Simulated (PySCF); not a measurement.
Question: Write Cartesian coordinates for InChI=1S/CH7FOSi2/c1-4-3-5-2/h4-5H2,1H3 as optimised with PBE0-D3(BJ)/def2-SVP.

Answer: 
```
atom  x, y, z in Å
C1    -1.6170    0.6934    0.1213
Si2   -0.7914   -0.7746   -0.6824
O3     0.7645   -0.9447   -0.0886
Si4    2.0401   -0.0850    0.4695
F5     1.8476    1.4668    0.0232
H6    -1.6816    0.5581    1.2123
H7    -2.6375    0.8370   -0.2668
H8    -1.0371    1.6082   -0.0777
H9    -1.5143   -2.0436   -0.3816
H10   -0.7175   -0.5944   -2.1631
H11    3.2939   -0.5847   -0.1456
H12    2.0815   -0.1121    1.9541
```

Any rigid rotation of these coordinates is as good. Atoms count from 1 in this order. Si2 (oxygen-bound silicon) is tetrahedral (angles from 107.0° to 111.6°). Si4 (fluorine-bound silicon) is tetrahedral (angles from 107.2° to 112.6°). The 2 O–Si bonds span 1.636 Å (O3–Si4, drawn single) to 1.674 Å (Si2–O3, drawn single), a spread of 0.038 Å.

Bonds between heavy atoms (Å): C1–Si2 1.866, Si2–O3 1.674, O3–Si4 1.636, Si4–F5 1.626.

Method: PBE0-D3(BJ)/def2-SVP geometry optimisation, gas phase in PySCF 2.14.0.

Point group: C1 (no symmetry element, even within 0.4 Å). Stationary, but not proved a minimum. The numbers are those of one conformer (C1–Si2–O3–Si4 -33°, Si2–O3–Si4–F5 -17°).

Time: 85 s of wall time; peak memory 0.47 GiB. Hardware: one thread, Arm Neoverse V2 (aarch64), no GPU, shared host. These figures are those of the optimisation.
